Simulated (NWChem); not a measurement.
Molecule: C$_{2}$H$_{4}$O$_{3}$Si; SMILES O=C1OC[Si@@H]1O

```xyz
10

O     -1.3456    -1.8187     0.0364
C     -0.4654    -1.0241    -0.0311
O      0.8570    -1.3203     0.2103
C      1.5566    -0.0591     0.1205
Si    -0.0379     0.8310    -0.4279
O     -0.6892     2.0842     0.4328
H      1.9788     0.2141     1.1006
H      2.3772    -0.1338    -0.6095
H     -0.1172     1.2514    -1.8498
H     -0.8337     1.9720     1.3773
```
Atoms are numbered in this order, from 1.

Computed with NWChem. Pople sets run with spherical d functions. STO-3G and 3-21G are far too small for this property and stand as cheap habits. Structure relaxed at the PBE0/def2-SVP level. Vertical excitations in the gas phase; the lowest state need not have the same character in each row.

```csv
level,basis functions,"lowest excitation, singlet (eV)",oscillator strength of that lowest state,"lowest state with f > 0.02, singlet (eV)",orbital gap (eV)
"PBE/3-21G, TDA",66,4.49,0.011,6.28,4.15
"PBE/6-31G*, TDA",96,4.34,0.008,6.10,4.02
"PBE/6-31+G*, TDA",120,4.26,0.007,5.70,3.98
"PBE/def2-SVP, TDA",108,4.36,0.010,(withheld),4.01
```

### Question
Some entries are withheld; supply them.

### Answer

- PBE/def2-SVP, TDA, lowest state with f > 0.02, singlet (eV): 6.19
